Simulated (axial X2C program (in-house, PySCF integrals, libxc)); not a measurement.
## Ionising AlSe

All values come from calculations with an in-house relativistic program for diatomic molecules, spin-free (one-electron X2C) or two-component (2c: spin–orbit coupling with atomic mean-field Coulomb and Gaunt terms, which also bring small scalar terms), in Dyall basis sets with cores contracted in-house; open shells are unrestricted.

Basis sets: Al dyall-v3z, Se dyall-cv3z. Frozen shells (counts by l): AlSe Se 3s2p1d, Al 2s1p, 9 electrons correlated; AlSe⁺ Se 3s2p1d, Al 2s1p, 8 electrons correlated. Coupled cluster in natural virtuals with an MP2 remainder. Where the outer core of a metal is frozen, bonds come out longer and ionisation energies lower.

| Hamiltonian | level | AlSe state | Re (Å) | ωe (cm⁻¹) | De (eV) |
| --- | --- | --- | --- | --- | --- |
| spin-free | HF | M_S = 1/2, Λ = 0 | 2.162 | 450.2 | 2.12 |
| spin-free | PBE0 | M_S = 1/2, Λ = 0 | 2.162 | 477.2 | 3.72 |
| spin-free | CCSD | M_S = 1/2, Λ = 0 | 2.177 | 465.1 | 3.27 |
| spin-free | CCSD(T) | M_S = 1/2, Λ = 0 | 2.178 | 476.2 | 3.49 |

Adiabatic ionisation energy (minimum to minimum, no zero-point term) and constants of AlSe⁺:

```tsv
Hamiltonian	level	AlSe⁺ state	IE (eV)	Re (Å)	ωe (cm⁻¹)	De (eV)	fragments
spin-free	HF	M_S = 1, Λ = 1	7.53	2.340	294.9	0.19	Se + Al+
spin-free	PBE0	M_S = 1, Λ = 1	8.77	2.324	348.3	1.03	Se + Al+
spin-free	CCSD	M_S = 1, Λ = 1	8.56	2.353	311.3	0.61	Se + Al+
spin-free	CCSD(T)	M_S = 1, Λ = 1	8.69	2.347	328.5	0.74	Se + Al+
```

Problem. Add the zero-point terms to the ionisation energy at CCSD(T), spin-free, and say whether the electron removed was bonding.

Solution. IE0 = IE + (ωe⁺ − ωe)/2 = 8.69 + (-0.009) = 8.68 eV. Re changes by 0.169 Å, so the bond lengthens, as on loss of a bonding electron.

Problem. Close the cycle De(AlSe⁺) + IE(AlSe) = De(AlSe) + IE(Al) to find the atomic ionisation energy at CCSD(T), spin-free.

Solution. IE(Al) = 0.74 + 8.69 − 3.49 = 5.94 eV, for the determinants used.

Each entry is the lowest single determinant of a limited PBE0 search at one distance. De goes to single-determinant-based atoms at the same level (for ions the charge split of lowest energy) and is withheld (n/a) where an atom does not fit its ground term or J level. Main or longest-lived isotopes. One determinant is a doubtful description, or other states lie close, for AlSe⁺; these need not be ground states, and all values refer to the states named. The functionals have no current term, which raises determinants with orbital currents.
